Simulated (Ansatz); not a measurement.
C₁₀H₇N₃, SMILES C1=CC2=NC=CC3=CC=NC(=C1)N32. Atoms are numbered in the order given.

```xyz
20

C      0.0000     0.0000     2.7599
C      0.0000     1.2024     2.0730
C      0.0000     1.2286     0.6711
N      0.0000     2.4030     0.0237
C      0.0000     2.3964    -1.2978
C      0.0000     1.2442    -2.0654
C      0.0000     0.0000    -1.4137
C      0.0000    -1.2442    -2.0654
C      0.0000    -2.3964    -1.2978
N      0.0000    -2.4029     0.0237
C      0.0000    -1.2286     0.6711
C      0.0000    -1.2024     2.0730
N      0.0000     0.0000    -0.0180
H      0.0000     0.0000     3.8526
H      0.0000     2.1719     2.5676
H      0.0000     3.3781    -1.7869
H      0.0000     1.2695    -3.1540
H      0.0000    -1.2695    -3.1540
H      0.0000    -3.3781    -1.7869
H      0.0000    -2.1719     2.5676
```

The structure is a stationary point at PBE0-D3(BJ)/def2-SVP.

Two levels are set side by side: PBE-D3(BJ)/def2-SVP (Ansatz, a quantum-chemistry and plane-wave program) and PBE0-D3(BJ)/def2-SVP (Ansatz). Each level has its own optimised geometry; the coordinates shown are those of the second. Differences are taken from unrounded values.

```json
[
 {"quantity": "mean bond length (Å)", "PBE0-D3(BJ)": "1.288"},
 {"quantity": "bond C1–C2 (Å)", "PBE0-D3(BJ)": "1.385"},
 {"quantity": "bond C1–C12 (Å)", "PBE0-D3(BJ)": "1.385"},
 {"quantity": "bond C2–C3 (Å)", "PBE0-D3(BJ)": "1.402"},
 {"quantity": "bond C3–N4 (Å)", "PBE0-D3(BJ)": "1.341"},
 {"quantity": "bond C3–N13 (Å)", "PBE0-D3(BJ)": "1.409"},
 {"quantity": "bond N4–C5 (Å)", "PBE0-D3(BJ)": "1.321"},
 {"quantity": "bond C5–C6 (Å)", "PBE0-D3(BJ)": "1.385"},
 {"quantity": "bond C6–C7 (Å)", "PBE0-D3(BJ)": "1.405"},
 {"quantity": "bond C7–C8 (Å)", "PBE0-D3(BJ)": "1.405"},
 {"quantity": "bond C7–N13 (Å)", "PBE0-D3(BJ)": "1.396"},
 {"quantity": "bond C8–C9 (Å)", "PBE0-D3(BJ)": "1.385"},
 {"quantity": "bond C9–N10 (Å)", "PBE0-D3(BJ)": "1.321"},
 {"quantity": "bond N10–C11 (Å)", "PBE0-D3(BJ)": "1.341"},
 {"quantity": "bond C11–C12 (Å)", "PBE0-D3(BJ)": "1.402"},
 {"quantity": "bond C11–N13 (Å)", "PBE0-D3(BJ)": "1.409"},
 {"quantity": "bond C1–H14 (Å)", "PBE0-D3(BJ)": "1.093"}
]
```

**Question.** What does PBE-D3(BJ) give, and how far is it from PBE0-D3(BJ)? (An estimate is asked for; the answer gives what the named calculation found.)

**Answer.** 
```csv
quantity,PBE-D3(BJ),PBE-D3(BJ) minus PBE0-D3(BJ)
mean bond length (Å),1.298,0.010
bond C1–C2 (Å),1.395,0.010
bond C1–C12 (Å),1.395,0.010
bond C2–C3 (Å),1.413,0.010
bond C3–N4 (Å),1.352,0.011
bond C3–N13 (Å),1.424,0.015
bond N4–C5 (Å),1.334,0.013
bond C5–C6 (Å),1.394,0.010
bond C6–C7 (Å),1.415,0.010
bond C7–C8 (Å),1.415,0.010
bond C7–N13 (Å),1.406,0.011
bond C8–C9 (Å),1.394,0.010
bond C9–N10 (Å),1.334,0.013
bond N10–C11 (Å),1.352,0.011
bond C11–C12 (Å),1.413,0.010
bond C11–N13 (Å),1.424,0.015
bond C1–H14 (Å),1.101,0.008
```

Exact exchange shortens and stiffens bonds; PBE has none. Differences between two approximate levels are no errors against the true value.
